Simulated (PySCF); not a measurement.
This PySCF input asks for the NMR shieldings of SMILES COc1ccc(O[SiH3])cc1, C₇H₁₀O₂Si; the geometry comes from GFN2-xTB.

```python
import basis_set_exchange as bse
import numpy as np
from pyscf import gto, dft
from pyscf.prop import nmr

atoms = """
C     3.755316   -0.065238   -0.425445
O     2.636374   -0.798088   -0.860623
C     1.400264   -0.424804   -0.418259
C     0.329985   -1.189890   -0.882813
C    -0.962286   -0.901921   -0.500016
C    -1.219227    0.161078    0.359104
O    -2.464883    0.488919    0.765950
Si   -3.945543   -0.113330    0.483793
C    -0.154881    0.923430    0.822760
C     1.144397    0.637485    0.440930
H     3.869367   -0.110593    0.662741
H     3.700164    0.981771   -0.741660
H     4.616529   -0.537224   -0.896286
H     0.538439   -2.012242   -1.548712
H    -1.785660   -1.497833   -0.862871
H    -4.047627   -1.502931    0.936805
H    -4.723147    0.812329    1.291323
H    -4.279431   -0.056980   -0.941684
H    -0.357438    1.747291    1.489581
H     1.944142    1.252481    0.822344
"""
names = dict.fromkeys(["C", "O", "Si", "H"], "pcSseg-1")
basis = {el: gto.basis.parse(bse.get_basis(n, elements=[el], fmt="nwchem")) for el, n in names.items()}
mol = gto.M(atom=atoms, basis=basis, charge=0, verbose=0)
mf = dft.RKS(mol, xc="PBE0")
mf.grids.level = 2
mf.grids.alignment = dft.numint.BLKSIZE   # the property module wants whole blocks of grid points
mf.conv_tol = 1e-9
mf.kernel()

calc = nmr.RKS(mf)   # GIAO
C = mf.mo_coeff
Co = C[:, mf.mo_occ > 0]
resp = mf.gen_response(singlet=True, hermi=2)
def vind(x):   # induced exchange potential for any number of trial vectors
    d = np.einsum("pi,xij,qj->xpq", C, 2 * x.reshape(-1, C.shape[1], Co.shape[1]), Co, optimize=True)
    return np.einsum("xpq,pi,qj->xij", resp(d - d.transpose(0, 2, 1)), C, Co, optimize=True).ravel()
mo1, _ = nmr.rhf.solve_mo1(calc, with_cphf=vind)
sigma = calc.kernel(mo1)
for i, s in enumerate(sigma):   # ppm
    w = np.linalg.eigvalsh((s + s.T) / 2)
    print("%2d %-2s iso %8.1f  s11 %8.1f  s22 %8.1f  s33 %8.1f" % (i, mol.atom_pure_symbol(i), w.mean(), *w))
```

Question: Give the expected output.

Answer: 
```
 0 C  iso    131.0  s11    103.0  s22    111.5  s33    178.6
 1 O  iso    238.8  s11    139.5  s22    286.8  s33    290.1
 2 C  iso     25.9  s11    -53.2  s22     15.5  s33    115.4
 3 C  iso     63.3  s11    -23.6  s22     50.1  s33    163.5
 4 C  iso     67.1  s11    -21.4  s22     55.6  s33    167.1
 5 C  iso     31.5  s11    -57.7  s22     34.7  s33    117.5
 6 O  iso    253.3  s11    174.2  s22    266.9  s33    318.7
 7 Si iso    394.3  s11    354.8  s22    360.4  s33    467.6
 8 C  iso     61.5  s11    -27.8  s22     49.7  s33    162.6
 9 C  iso     73.5  s11    -14.8  s22     54.9  s33    180.3
10 H  iso     28.0  s11     24.6  s22     25.6  s33     33.8
11 H  iso     28.0  s11     24.6  s22     25.6  s33     33.8
12 H  iso     27.5  s11     22.9  s22     26.0  s33     33.4
13 H  iso     24.5  s11     20.4  s22     24.8  s33     28.4
14 H  iso     24.9  s11     20.8  s22     25.0  s33     28.9
15 H  iso     26.5  s11     23.5  s22     24.7  s33     31.4
16 H  iso     26.7  s11     22.5  s22     25.5  s33     32.0
17 H  iso     26.5  s11     23.5  s22     24.8  s33     31.4
18 H  iso     24.5  s11     20.5  s22     24.6  s33     28.4
19 H  iso     25.0  s11     20.6  s22     24.9  s33     29.5
```

These numbers come from an equivalent density-fitted implementation of the same equations, which agrees with the script to about 0.01 ppm for H and up to a few tenths of a ppm for heavy atoms, so last digits may differ.

Question: Turn these shieldings into chemical shifts. Referencing at the same level of theory: ¹³C (σ = 186.93 ppm), ²⁹Si (σ = 349.16 ppm), ¹H (σ = 31.72 ppm) vs TMS; ¹⁷O (σ = 336.08 ppm) against H2O.

Answer: Averaging equivalent atoms: C 2: 161.0; C 5: 155.5; C 4/8: 122.6; C 3/9: 118.5; C 0: 55.9; O 1: 97.3; O 6: 82.8; Si 7: -45.1; H 14/18: 7.01; H 13/19: 6.96; H 15/16/17: 5.13; H 10/11/12: 3.88 ppm. Experimental scales use liquid or dissolved standards, which lie at an offset from isolated H2O (liquid H2O: subtract about 36 ppm).

Size and cost of the density-fitted run: 227 basis functions, 39 s wall time on 1 thread of an Arm Neoverse V2, shared host; peak memory 1 GiB.
